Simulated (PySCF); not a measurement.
## Stationary points of SeI₃

All numbers come from PySCF, PBE0, basis Se def2-SVP, I def2-SVP with ECP28 (scalar-relativistic core potentials, no spin–orbit coupling, density fitting).

Relaxations began from a few typed shapes; open shells are unrestricted. The search is not exhaustive: other isomers or separated fragments can lie lower, and high-lying points may rest on an excited occupation.

(1) Which is the lowest minimum found?
A. doublet C2v: Se–I 2.536 Å, Se–I 2.714 Å (×2); I–Se–I 101.6° (×2), I–Se–I 156.8°
B. doublet C3v: Se–I 2.627 Å (×3); I–Se–I 114.9° (×3)
C. doublet D3h: Se–I 2.654 Å (×3); I–Se–I 120.0° (×3)

Results:

(1) B. The others lie at 23.2 (doublet C2v, a saddle point), 25.9 (doublet D3h, a saddle point) kJ/mol above it.

For the lowest minimum: no spin–orbit coupling is included, which matters more the heavier the element.
